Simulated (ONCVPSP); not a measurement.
# What one change does to a pseudopotential (titanium (Ti), ONCV)

titanium, optimised norm-conserving Vanderbilt (ONCV), made with ONCVPSP 4.0.1 (PBE, scalar-relativistic). Core [Ar], reference 3d2 4s1.5 4p0.5. Waves: 4s: rc 2.40 bohr, ncon 3, nbas 7, qcut 2.5 1/bohr, 2 projectors, debl 0.5 Ha; 4p: rc 4.00 bohr, ncon 4, nbas 7, qcut 1.9 1/bohr, 2 projectors, debl 0.3 Ha; 3d: rc 1.70 bohr, ncon 5, nbas 10, qcut 9.4 1/bohr, 3 projectors, debl 3.8 Ha. Local part: polynomial inside 1.65 bohr (lpopt 5, dvloc0 3 Ha). Core correction: Teter function fitted to the true core (icmod 2), fcfact 0.4.

All-electron outer shells of the reference configuration (PBE, scalar-relativistic, ld1.x):

```json
{"shell": "3s", "level (eV)": "-63.32", "outermost node (bohr)": "0.40", "outermost maximum (bohr)": "0.87"}
{"shell": "3p", "level (eV)": "-39.55", "outermost node (bohr)": "0.37", "outermost maximum (bohr)": "0.90"}
{"shell": "3d", "level (eV)": "-4.89", "outermost node (bohr)": "–", "outermost maximum (bohr)": "0.98"}
{"shell": "4s", "level (eV)": "-4.86", "outermost node (bohr)": "1.24", "outermost maximum (bohr)": "2.88"}
{"shell": "4p", "level (eV)": "-1.79", "outermost node (bohr)": "1.38", "outermost maximum (bohr)": "3.75"}
```

Change: s: debl 3.2.

Cutoffs: the cutoffs (Ha) at which the residual kinetic energy of the hardest occupied pseudo-wave falls to 1 and 0.1 mHa per electron; they do not see the model core or the augmentation charge, which bear on the density cutoff. Errors are all-electron minus pseudo energies relative to the spin-unpolarised reference configuration.

Question: Predict the effect on cutoff, ghosts and configuration errors.

Answer: The potential gets neither clearly harder nor softer (34 Ha and 38 Ha → 34 Ha and 38 Ha); the lowest positive-energy flag moves from s at 36.7 eV to s at 84.1 eV; of the 4 tests that both files solve, the error grows in 0 and shrinks in 1 by more than 15 % and 0.3 meV (median size 2.7 → 2.3 meV); the range in which the s phases agree widens (upper end 1.2 → 3.1); neither file shows a bound ghost.

| quantity | base | changed |
| --- | --- | --- |
| cutoff, loose | 34 Ha | 34 Ha |
| cutoff, tight | 38 Ha | 38 Ha |
| bound ghosts | none | none |
| GHOST(+) flags under 300 eV | s at 36.7 eV | s at 84.1 eV |
| error for 3d2 4s2 4p0, meV [ΔE -1.52 eV] | +1.2 | +1.3 |
| error for 3d2 4s1 4p0, meV [ΔE 5.83 eV] | -2.4 | -1.9 |
| error for 3d2 4s0 4p0, meV [ΔE 19.40 eV] | +3.0 | +2.7 |
| error for 3d1 4s2 4p0, meV [ΔE 8.23 eV] | -226 | -229 |
| s: phases at 2.43 bohr within 0.05 rad from the reference energy up to (Ha; the scan ends near 5) | 1.2 | 3.1 |
| p: phases at 4.07 bohr within 0.05 rad from the reference energy up to (Ha; the scan ends near 5) | 0.8 | 0.8 |
| d: phases at 1.73 bohr within 0.05 rad from the reference energy up to (Ha; the scan ends near 5) | to the end of the scan | to the end of the scan |
| rms error of d²Exc/dni dnj with the model core, mHa | 6.46 | 6.46 |
